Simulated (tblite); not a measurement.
Compound: C₄H₆SSi.
SMILES with atom numbers: `[SiH3:1][c:2]1[cH:3][cH:4][cH:5][s:6]1` (hydrogens: H7, H8, H9 on Si1; H10 on C3; H11 on C4; H12 on C5)

Structure optimised with GFN2-xTB, isolated species.

(1) What internal coordinates does the optimisation give?

Results:

(1) 
```tsv
bond	length (bohr)
Si1–C2	3.542
C2–C3	2.578
C3–C4	2.666
C4–C5	2.565
C5–S6	3.246
C2–S6	3.282
Si1–H7, Si1–H8, Si1–H9	2.766
C3–H10	2.033
C4–H11	2.033
C5–H12	2.026
```

Bonds in one row agree within 0.02 bohr and their mean is given. A selection of angles:
```tsv
angle	degrees
C2–Si1–H7	109.1
C2–Si1–H9	107.0
H7–Si1–H8	110.0
H7–Si1–H9	110.9
Si1–C2–C3	129.3
Si1–C2–S6	120.7
C3–C2–S6	110.0
C2–C3–C4	114.0
C2–C3–H10	122.6
C4–C3–H10	123.4
C3–C4–C5	112.3
C3–C4–H11	123.9
C5–C4–H11	123.8
C4–C5–S6	111.9
C4–C5–H12	128.6
S6–C5–H12	119.5
C2–S6–C5	91.8
```

Si1 (SiH3 silicon) is tetrahedral (angles from 107.0° to 110.9°). The 5-membered ring C2–C3–C4–C5–S6 has internal angles of 91.8° to 114.0° (sum 540°, against 540° for a flat polygon); it is planar, 0.00 Å rms from its mean plane, widest ring torsion 0°. The C–C distances run from 1.357 Å (C4–C5, aromatic) to 1.411 Å (C3–C4, aromatic), a spread of 0.054 Å. The 6 heavy atoms lie in one plane (0.000 Å rms).

Point group: Cs (tolerance 0.08 Å). Its GFN2-xTB frequencies are all real (lowest 59 cm⁻¹). 2 starts were optimised and ended at 0.00 and 0.23 kcal/mol (GFN2-xTB); the lowest of these is shown.

Hardware: an Arm Neoverse V1 with one thread, shared host with 64 logical CPUs at a one-minute load of 45. Cost: 0.17 s. These figures are those of the optimisation.

These are computed values.
